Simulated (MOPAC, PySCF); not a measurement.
C₂HNS, SMILES `C(=S)C#N`, neutral singlet in the gas phase. 

Cartesian coordinates (Å):
SMILES: N#CC=S
```xyz
5

N      2.0383    -0.1894    -0.0029
C      0.8938    -0.0546     0.0505
C     -0.5159     0.1325     0.1243
S     -1.5905    -0.9926    -0.3075
H     -0.8219     1.1076     0.5006
```
Charge 0, multiplicity 1.

All levels are single points at this geometry (B3LYP-D3(BJ)/def2-TZVP); Pople sets use spherical d functions. Orbital energies aren't observables, and empty levels follow the basis.

| level | HOMO (eV) | LUMO (eV) | gap (eV) | dipole (D) | vertical IE, Delta-SCF (eV) |
|---|---|---|---|---|---|
| B3LYP-D3(BJ)/def2-TZVP in PySCF | -7.43 | -4.11 | 3.32 | 2.59 | 9.99 |
| PBE-D3(BJ)/def2-TZVP in PySCF | -6.37 | -4.77 | 1.60 | 2.46 | 9.87 |
| B3LYP/3-21G in PySCF | -7.26 | -3.84 | 3.43 | 2.17 | – |
| B3LYP/6-311+G** in PySCF | -7.48 | -4.17 | 3.31 | 2.56 | – |
| B3LYP/LANL2DZ in PySCF | -7.39 | -4.04 | 3.34 | 2.42 | – |
| BP86/6-31G* in PySCF | -6.31 | -4.68 | 1.63 | 2.28 | – |
| PBE/6-31G* in PySCF | -6.20 | -4.58 | 1.62 | 2.26 | 9.81 |
| HF/3-21G in PySCF | -10.70 | -0.27 | 10.43 | 2.50 | – |
| HF/6-31G* in PySCF | -10.63 | -0.23 | 10.40 | 2.68 | – |
| HF/STO-3G in PySCF | -7.78 | 3.69 | 11.47 | 2.60 | – |
| PM3 in MOPAC | -9.81 | -2.54 | 7.26 | 2.11 | – |
| PM6 in MOPAC | -9.71 | -2.28 | 7.44 | 2.61 | – |
| PM7 in MOPAC | -9.58 | -2.38 | 7.21 | 2.90 | – |
